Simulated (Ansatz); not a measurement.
Computed against measured: atomisation enthalpy at 298 K

6 molecules without hydrogen; the atomisation enthalpy at 298 K in kJ/mol, computed less measured. Shapes, held fixed at every level: PBE0-D4/def2-TZVP. Thermal terms are harmonic and unscaled (PBE0-D4/def2-TZVP); the spin-orbit lowering of the free atoms is taken from their spectra. Programs: Ansatz 0.2.0. Measured values: Active Thermochemical Tables, CRC Handbook of Chemistry and Physics, NIST-JANAF tables.

Levels: A = PBE0-D4/def2-TZVPP; B = wB97M-V/def2-TZVPP; C = MP2/def2-SVP; D = BCCD(T)/STO-3G.

| molecule | from tabulated heats | A | B | C | D |
| --- | --- | --- | --- | --- | --- |
| CO (SMILES [C-]#[O+]) | 1077 | -17 | +3 | +5 | -200 |
| NOF (SMILES O=NF) | 867 | +21 | +28 | -37 | -437 |
| SiO2 (silicon dioxide molecule) | 1254 | -73 | -38 | -101 | -531 |
| AlClF2 (SMILES [F][Al]([F])[Cl]) | 1609 | -43 | -11 | -32 | -240 |
| AsF3 (arsenic trifluoride) | 1326 | -10 | +21 | -88 | -620 |
| SO3 (sulfur trioxide) | 1420 | -21 | -13 | -239 | -1608 |

Problem. Which level does best on this set, which worst, and which err to one side?

Solution. 
```tsv
level	kind	mean error	mean absolute error	worst case
PBE0-D4/def2-TZVPP	global hybrid	-23.8	30.8	SiO2
wB97M-V/def2-TZVPP	range-separated hybrid	-1.7	19.0	SiO2
MP2/def2-SVP	perturbation theory	-82.0	83.7	SO3
BCCD(T)/STO-3G	coupled cluster or CI	-606.0	606.0	SO3
```

On this set wB97M-V/def2-TZVPP has the smallest mean absolute error and BCCD(T)/STO-3G the largest. PBE0-D4/def2-TZVPP is too low in 5 of 6; MP2/def2-SVP is too low in 5 of 6; BCCD(T)/STO-3G is too low in 6 of 6. The heats of AlClF2 come from older tables and can be uncertain by 10 kJ/mol or more. Heats of the atoms come from ATcT where it has them. The levels differ in basis as well as in method. With so many references in doubt the order of the levels isn't settled. The tabulated values of NOF, SiO2, AsF3 are in doubt (older tables, estimates, or at odds with other calculations) and kept here. Over the 3 molecules whose values aren't doubted the mean absolute errors are A 27.0; B 9.0; C 92.0; D 682.7. Where a negative error exceeds the measured value, the molecule comes out unbound. Correlated wave functions converge slowly with the basis. Relativity is left out for As. Outer-core shells of As are correlated, in sets that cover them unevenly. The set is small.
